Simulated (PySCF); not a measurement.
A structure optimised at B3LYP-D3(BJ)/def2-SVP, used in a PySCF frequency run:

```
Se
I 1 2.5573
I 1 2.5573 2 104.42
```
Charge 0, spin multiplicity 1.

### Question
Write its SMILES, formula and point group.

### Answer
I[Se]I, I₂Se, C2v

### Question
What are its rotational constants (standard atomic weights)?

### Answer
3.4168, 0.48753, 0.42666 GHz
